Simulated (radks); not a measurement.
Values are calculated unless marked as measured or tabulated.
The molybdenum ion Mo2+ inside a hard spherical wall (all orbitals vanish at R), configuration held at [Kr] 4d4 and not refilled when levels cross. Level of theory: scalar-relativistic Kohn-Sham, PBE, spin-unpolarised, spherical densities, point nucleus (a radial shooting solver on a logarithmic mesh with Libxc functionals). Eigenvalues in eV, with the zero of energy where the potential of the charges vanishes at infinity; a dash marks a level that is unbound or too diffuse for the functional's potential to be trusted. A positive occupied level is held by the wall or, in an anion where self-interaction has pushed it up, behind a barrier. The pressure on the wall is -dE/dV.

R (bohr),E (hartree),kinetic (hartree),e(3d),e(4s),e(4p),e(4d),"e(5s, empty)","e(5p, empty)",pressure (GPa)
free,-4047.79797,4173.695,-239.60,-82.754,-56.751,-20.827,-17.703,-12.688,0
15,-4047.79797,4173.695,-239.60,-82.754,-56.751,-20.827,-17.703,-12.688,< 0.0001
12,-4047.79797,4173.695,-239.60,-82.754,-56.751,-20.827,-17.703,-12.688,< 0.0001
10,-4047.79797,4173.695,-239.60,-82.754,-56.751,-20.827,-17.702,-12.685,< 0.0001
8,-4047.79794,4173.695,-239.59,-82.751,-56.748,-20.825,-17.693,-12.628,0.00224
3,-4047.21968,4176.789,-231.03,-76.126,-50.311,-12.735,6.036,19.678,322
2.5,-4046.00257,4182.628,-220.99,-68.968,-42.738,-2.514,35.575,54.007,1620
2,-4041.35933,4202.117,-196.73,-50.100,-21.645,24.665,112.15,137.25,10200
1.5,-4020.55372,4273.055,-137.93,14.445,50.364,109.03,340.11,371.91,87600
